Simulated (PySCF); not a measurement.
# How methods differ on the excitation energy of Ru²⁺

Ru²⁺ [Kr] 4d6 (5D) → Ru²⁺ [Kr] 4d5 5s1 (7S), as a difference of total energies. Computed with PySCF 2.14 in aug-cc-pVDZ-PP with ECP28MDF (5s5p4d2f, 54 functions), with scalar relativity through the core potential. Correlated levels: valence: 4s2 4p6 frozen. The calculations carry no spin-orbit coupling.

```
           method  excitation energy (eV)
              UHF                   2.596
    MP2 (valence)                   3.041
SCS-MP2 (valence)                   3.510
   CCSD (valence)                   3.045
CCSD(T) (valence)                   3.059
```

Q: How much does correlation contribute at CCSD(T) (valence)?

A: 3.059 − (2.596) = 0.463 eV, measured against UHF.
